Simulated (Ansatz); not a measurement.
SbH2(SiMe3) (C₃H₁₁SbSi) was relaxed with B3LYP-D4 (def2-SVP) in Ansatz in these states: charge +1 doublet, neutral singlet. The geometries follow in no particular order.

In the def2 sets Sb takes a core potential; there is no spin–orbit coupling.

A:

```xyz
16

Sb   -1.628   -1.776    0.707
H    -3.238   -1.229    0.600
H    -1.719   -3.038   -0.435
Si    0.229    0.166    0.046
C    -0.085    1.464    1.342
C     1.837   -0.761    0.176
C    -0.331    0.588   -1.684
H     0.605    2.305    1.146
H     0.122    1.096    2.358
H    -1.110    1.862    1.300
H     2.032   -1.113    1.201
H     1.890   -1.612   -0.519
H     2.649   -0.061   -0.095
H    -0.259   -0.265   -2.376
H    -1.351    1.001   -1.715
H     0.357    1.373   -2.053
```

B:

Cartesian coordinates in Å:
```
Sb -2.1847 0.7635 -1.3127
H -2.3424 2.0958 -0.2276
H -1.1946 1.6958 -2.3748
Si -0.0803 -0.1021 -0.0246
C -0.6588 -0.7764 1.6448
C 0.6856 -1.4966 -1.0471
C 1.1886 1.2719 0.2405
H 0.1923 -1.2017 2.2040
H -1.4112 -1.5715 1.5185
H -1.1058 0.0185 2.2634
H -0.0384 -2.3088 -1.2216
H 1.0281 -1.1313 -2.0288
H 1.5571 -1.9262 -0.5239
H 1.5373 1.6807 -0.7212
H 0.7602 2.1021 0.8243
H 2.0670 0.8864 0.7871
```

Question: Judge from the bond lengths which geometry belongs to which state (an estimate).

Answer: A is the charge +1 doublet (Sb1–Si4 2.767 Å, Si4–C6 1.860 Å, Si4–C5 1.861 Å); B is the neutral singlet (Sb1–Si4 2.615 Å, Si4–C6 1.891 Å, Si4–C5 1.891 Å).
